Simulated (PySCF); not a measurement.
C₂H₈FNSi₂.
Atom-mapped SMILES: `[CH2:1]=[CH:2][SiH2:3][Si@H:4]([NH2:5])[F:6]` (hydrogens: H7, H8 on C1; H9 on C2; H10, H11 on Si3; H12 on Si4; H13, H14 on N5)

The geometry is computed with GFN2-xTB (gas phase).

Question: List the bond lengths, angles and torsions at this level.

Answer: 
```
          bond  length (Å)   order
         C1=C2       1.323  double
        C2–Si3       1.884  single
       Si3–Si4       2.301  single
        Si4–N5       1.719  single
        Si4–F6       1.617  single
         C1–H7       1.080  single
         C1–H8       1.078  single
         C2–H9       1.085  single
       Si3–H10       1.470  single
       Si3–H11       1.473  single
       Si4–H12       1.469  single
N5–H13, N5–H14       1.006  single
```

Bonds in one row agree within 0.01 Å and their mean is given. Orders are formal, as drawn. A selection of angles:
```
      angle  degrees
   C2–C1–H7    123.1
   C2–C1–H8    121.4
   H7–C1–H8    115.5
  C1–C2–Si3    125.0
   C1–C2–H9    117.9
  Si3–C2–H9    117.0
 C2–Si3–Si4    108.9
 C2–Si3–H10    107.6
 C2–Si3–H11    106.7
Si4–Si3–H10    115.2
Si4–Si3–H11    111.4
H10–Si3–H11    106.7
 Si3–Si4–N5    109.5
 Si3–Si4–F6    110.1
Si3–Si4–H12    118.6
  N5–Si4–F6    101.9
 N5–Si4–H12    114.7
 F6–Si4–H12    100.2
 Si4–N5–H13    120.3
 H13–N5–H14    110.5
```

Torsions: C1–C2–Si3–Si4 114° (anticlinal); C2–Si3–Si4–N5 -75° (synclinal).

N5 (silicon-bound nitrogen) has angles 120.3°, 119.5° and 110.5°, sum 350.3°, 0.21 Å off the plane of its three neighbours. Si3 (SiH2 silicon) is distorted tetrahedral (angles from 106.7° to 115.2°). Si4 (fluorine-bound silicon) is distorted tetrahedral (angles from 100.2° to 118.6°).

Point group: C1 (no symmetry element, even within 0.4 Å). No GFN2-xTB frequencies stand behind this structure, so it isn't proved a minimum. The numbers are those of one conformer (C1–C2–Si3–Si4 114°, C2–Si3–Si4–N5 -75°, Si3–Si4–N5–H 57° and -160°).
